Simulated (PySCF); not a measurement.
# Ionisation energy of Nd³⁺ by level of theory

Nd³⁺ [Xe] 4f3 [4f5/2^3, M_J = 9/2] → Nd⁴⁺ [Xe] 4f2 [4f5/2^2, M_J = 4], as a difference of total energies. Computed with PySCF 2.14 in x2c-SVPall-2c (7s10p9d3f1g, 112 functions), with the two-component X2C-1e Hamiltonian. Correlated levels: [Ar] 3d10 frozen; the 16 highest virtual spinors dropped. "Screened" scales the spin-orbit matrix elements by Boettger's factors to mimic the two-electron term; Breit and QED terms are absent.

```tsv
method	ionisation energy (eV)	difference from reference (eV)
GHF (spin-free)	39.268	-1.332
GMP2 (spin-free)	39.209	-1.391
GHF (screened spin-orbit)	39.229	-1.371
GMP2 (screened spin-orbit)	39.172	-1.428
```

Reference: 40.6 ± 0.04 eV (semi-empirical (NIST evaluation); NIST Atomic Spectra Database, ionization energies).

The spin-free rows relax to the high-spin LS determinant and lack the spin-orbit shift.

Errors of the correlated levels include the incompleteness of this basis and the frozen core.

The labels give the starting determinants; with spin-orbit coupling the two ends relaxed to ⟨J²⟩ = 26.82, ⟨L²⟩ = 41.73, ⟨S²⟩ = 3.72 and ⟨J²⟩ = 20.80, ⟨L²⟩ = 29.65, ⟨S²⟩ = 1.97.

The determinant of Nd³⁺ and of Nd⁴⁺ mixes levels of different J (the jj label is only the starting occupation), so the difference between spin-free and spin-orbit rows is not the physical spin-orbit shift.
